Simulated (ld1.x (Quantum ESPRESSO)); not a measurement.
## Ranking PAW potentials for nitrogen

All share these settings but for the change named:

* Element: N (Z = 7)
* Generator: ld1.x (Quantum ESPRESSO) 7.5
* Type: PAW
* Functional: LDA (PZ)
* Relativity: scalar-relativistic
* Frozen core: [He]
* Valence charge: 5
* Reference configuration: 2s2 2p2.5 (charge +0.5)
* Partial waves: 2s (bound): rcut 0.65, rcutus 0.80 bohr; 2s channel at -1.15 Ry: rcut 0.65, rcutus 0.80 bohr; 2p (bound): rcut 1.75, rcutus 2.35 bohr; 2p channel at 0.15 Ry: rcut 1.75, rcutus 2.35 bohr
* Local potential: all-electron potential smoothed inside 1.95 bohr (lloc = -2)
* Core correction: a·sin(br)/r model core, default radius (ld1.x builds one for every PAW set, though the input has nlcc=.false.)
* Augmentation charge: PSQ, inside the norm-conserving radii

Cutoff: the first of the cutoffs (Ry, on a coarse ladder) from which the occupation-weighted sum of valence levels, in a spherical-Bessel basis at the reference potential, stays within 10 and 1 mRy of its value at 400 Ry; the density cutoff is not measured.

The base gives 50 Ry.

Of 7 variants that were run, those that failed, showed a ghost or another fault, or gave nearly equal values are left out.

A variant can come out equal or close to the base.

(1) Rank these variants from softest to hardest (loose cutoff).
A. waves 2s (bound): rcut 0.65, rcutus 0.98 bohr; 2s channel at -1.15 Ry: rcut 0.65, rcutus 0.98 bohr
B. waves 2s (bound): rcut 0.65, rcutus 1.10 bohr; 2s channel at -1.15 Ry: rcut 0.65, rcutus 1.10 bohr
C. waves 2s (bound): rcut 0.65, rcutus 1.22 bohr; 2s channel at -1.15 Ry: rcut 0.65, rcutus 1.22 bohr
D. waves 2s (bound): rcut 0.65, rcutus 0.86 bohr; 2s channel at -1.15 Ry: rcut 0.65, rcutus 0.86 bohr
E. waves 2s (bound): rcut 0.65, rcutus 0.76 bohr; 2s channel at -1.15 Ry: rcut 0.65, rcutus 0.76 bohr

## Answers

(1) B (15 Ry), C (18 Ry), A (21 Ry), D (40 Ry), E (55 Ry).
